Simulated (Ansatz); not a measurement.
`[O]=[Mo](=[S])([Cl])[Cl]`. The species carries charge 0 and has multiplicity 1. Mo takes the def2 core potential. The structure was optimised at the PBE0-D4/def2-TZVP level.

```xyz
5

O    -0.343    0.000    1.715
Mo   -0.019    0.000    0.088
S     2.061    0.059   -0.135
Cl   -0.795   -1.889   -0.823
Cl   -0.904    1.829   -0.845
```

(1) What is the dipole moment at ωB97M-V/def2-TZVPP? (Estimate.)

(2) And with PBE, r2SCAN, B3LYP? (An estimate is asked.)

(3) Give the Mulliken charges with ωB97M-V, B3LYP, PBE in def2-TZVPP. (Estimate.)

## Answers

(1) The calculation gave: 0.79 D, with components (0.07, 0.00, -0.79) D in this frame, pointing from negative to positive charge.

(2) Ansatz gave: PBE 0.83 D, r2SCAN 0.85 D, B3LYP 0.89 D.

(3) The calculation gave: 
| atom | ωB97M-V | B3LYP | PBE |
| --- | --- | --- | --- |
| O1 | -0.42 | -0.44 | -0.38 |
| Mo2 | 1.03 | 1.18 | 1.08 |
| S3 | -0.18 | -0.24 | -0.25 |
| Cl4 | -0.22 | -0.25 | -0.22 |
| Cl5 | -0.22 | -0.25 | -0.22 |

B3LYP here is the variant with VWN-RPA as its local correlation; programs differ in this.
